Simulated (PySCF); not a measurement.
## Exercise with solution: oscillator strength and radiative lifetime

Sn(NH2)(SH) (H3NSSn), SMILES [Sn]([SH])[NH2] (connectivity only; charge and spin as stated), neutral, multiplicity 1.

Geometry: B3LYP-D3(BJ)/def2-SVP. The def2 effective core potentials stand for the cores of Sn; spin–orbit coupling is left out. One conformer was computed; it need not be the lowest.

TDA-B3LYP/def2-SVPD run with PySCF 2.14.0 puts the first singlet state with f over 0.02 at 4.02 eV (vertical), with the transition dipole (0.000, 0.000, -0.594) in atomic units.

### Question
Find the oscillator strength, the wavelength and the radiative lifetime that this transition would have in vacuum if emission retraced absorption.

### Answer

|μ|² = 0.3528 au, so |μ| = 1.51 D. ΔE = 4.02/27.211 = 0.1477 hartree. f = (2/3) ΔE |μ|² = 0.035 (the program prints 0.035).
λ = 1239.84/4.02 = 308 nm; ν = 32423 cm⁻¹.
Einstein's coefficient A = 0.6670 ν² f s⁻¹ (ν in cm⁻¹) = 2.4e7 s⁻¹, so τ = 1/A = 41 ns. This state is S1. The figure is the radiative limit of this one transition; relaxation, internal conversion, crossing to triplets and a medium change what is measured.
